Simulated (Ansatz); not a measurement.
`CO/C=C\[SeH]` + `COCF` → `COC(F)[SeH]` + `C=COC`  (formal exchange of groups at the Se–C bond)

Calculated with Ansatz (gas phase, PBE0-D4/def2-TZVP geometries, no zero-point term in ΔE). CCSD(T)/CBS is the MP2 limit (def2-TZVPP, def2-QZVPP) plus CCSD(T) − MP2 in def2-TZVPP, frozen cores. DFT in def2-TZVPP. For Se outer-core shells are correlated without core-valence functions, which leaves a few kJ/mol of doubt a bond. Scalar relativity is left out up to krypton. Each species was taken in one conformer, which may not be the lowest.

(1) Is it downhill or uphill in electronic energy at CCSD(T)/CBS, and by how much? (Best estimate.)

(2) What do these levels give: PBE-D4, PBE0-D4, ωB97M-V, r2SCAN, PBE0, HF/def2-TZVPP, MP2/def2-TZVPP, CCSD/def2-TZVPP, CCSD(T)/def2-TZVPP, MP2/def2-QZVPP, HF/CBS(def2), CCSD/CBS(def2)? (Estimate.)

Largest T1 diagnostic among the species: 0.012.

Results:

(1) Ansatz gave: Uphill: ΔE = +3.1 kJ/mol.

(2) Computed: PBE-D4 3.2, PBE0-D4 4.9, ωB97M-V 0.2, r2SCAN 1.6, PBE0 5.2, HF/def2-TZVPP 9.4, MP2/def2-TZVPP 6.9, CCSD/def2-TZVPP 5.8, CCSD(T)/def2-TZVPP 4.7, MP2/def2-QZVPP 6.2, HF/CBS(def2) 9.9, CCSD/CBS(def2) 4.2 kJ/mol.
